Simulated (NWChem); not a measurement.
Molecule: ZrH3I; SMILES [I][ZrH3]

```xyz
5

Zr     0.0000     0.0000     1.3961
I      0.0000     0.0000    -1.2924
H      1.3069     1.1444     1.9990
H     -1.6445     0.5596     1.9990
H      0.3376    -1.7040     1.9990
```
Atoms are numbered in this order, from 1.

Level: PBE0/def2-SVP with def2 effective core potentials on Zr, I (NWChem), optimised geometry, unscaled harmonic frequencies. def2 effective core potentials on Zr, I; no spin-orbit coupling.

```csv
frequency (cm⁻¹),IR intensity (km/mol)
226,8.8
310,29.0
310,29.0
547,244.9
601,90.5
601,90.5
1714,463.5
1714,463.5
1750,308.3
```

```
Item                                                                                Value
-----------------------------------------------------------------------  ----------------
zero-point energy                                                           11.1 kcal/mol
thermal correction to the enthalpy at 298.15 K (with zero-point energy)     14.6 kcal/mol
heat capacity Cv                                                         14.4 cal/(mol K)
entropy at 298.15 K and 1 atm (symmetry number 3)                        71.6 cal/(mol K)
```

Rigid rotor and harmonic oscillator.
